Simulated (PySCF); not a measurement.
Isomers of C5H8F3OP. Computed with PBE0-D3(BJ)/def2-SVP geometry optimisation, gas phase (PySCF 2.14.0). Energies are electronic, without zero-point or thermal terms, for one conformer each. No frequencies were run at this level. Point groups hold within 0.08 Å.

Problem. Order them by energy at this level, lowest first, and give relative energies in kcal/mol.
A. `[CH3:1][CH2:2][P@:3]([CH3:4])(=[O:5])[C:6]([F:7])=[C:8]([F:9])[F:10]` with C1–C2–P3–C4 -56°, C2–P3–C6–F7 -73°
B. `[CH3:1]/[CH:2]=[CH:3]/[P@@:4]([CH3:5])(=[O:6])[C:7]([F:8])([F:9])[F:10]` with C2–C3–P4–C5 -130°
C. `[O:1]=[P@@H:2]1[CH2:3][CH2:4][C@H:5]([C:6]([F:7])([F:8])[F:9])[CH2:10]1` with O1–P2–C3–C4 -109°, P2–C3–C4–C5 -38°, C3–C4–C5–C6 173°, C4–C5–C10–P2 -36°

Solution. C (0.0), B (22.7), A (40.1).

As drawn, the highest has a C=C bond outside aromatic rings, which the lowest lacks.

```json
{"SMILES": "O=[P@@H]1CC[C@H](C(F)(F)F)C1", "E (Eh)": "-910.25391", "E rel (kcal/mol)": "0.0", "dipole (D)": "3.50", "point group": "C1", "A, B, C (MHz)": "2449, 646.8, 592.5"}
{"SMILES": "C/C=C/[P@@](C)(=O)C(F)(F)F", "E (Eh)": "-910.21772", "E rel (kcal/mol)": "22.7", "dipole (D)": "4.13", "point group": "C1", "A, B, C (MHz)": "1675, 763.6, 684.2"}
{"SMILES": "CC[P@](C)(=O)C(F)=C(F)F", "E (Eh)": "-910.19004", "E rel (kcal/mol)": "40.1", "dipole (D)": "3.48", "point group": "C1", "A, B, C (MHz)": "1537, 838.3, 714.6"}
```

Problem. How do the relative energies change in single points at PBE0/pcSseg-1 (no added dispersion term) on the same geometries?

Solution. 
| SMILES | PBE0-D3(BJ)/def2-SVP (kcal/mol) | PBE0/pcSseg-1 (kcal/mol) | shift |
| --- | --- | --- | --- |
| O=[P@@H]1CC[C@H](C(F)(F)F)C1 | 0.0 | 0.0 | 0.0 |
| C/C=C/[P@@](C)(=O)C(F)(F)F | 22.7 | 19.3 | -3.4 |
| CC[P@](C)(=O)C(F)=C(F)F | 40.1 | 38.3 | -1.8 |

Each column counts from its own lowest isomer. The order is unchanged; the largest shift is 3.4 kcal/mol.
